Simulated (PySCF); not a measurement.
Si(H)2(Me)(vinyl) (C3H8Si), SMILES C=C[SiH2]C.

Geometry: B3LYP-D3(BJ)/def2-SVP. One conformer was computed; it need not be the lowest.

All values below come from PBE0/def2-TZVP (PySCF).

Isolated molecule, no solvent.

total energy: -408.38425 hartree
highest occupied level: -7.81 eV
lowest empty level: -0.42 eV
orbital gap: 7.39 eV
dipole moment: 0.154 e·Å
quadrupole, principal values (traceless, Buckingham form, about the centre of nuclear charge): -3.85, 1.07, 2.78 D·Å
mean static polarisability: 64.3 bohr³ (9.52 Å³)
polarisability, principal values: 53.6, 57.8, 81.4 bohr³
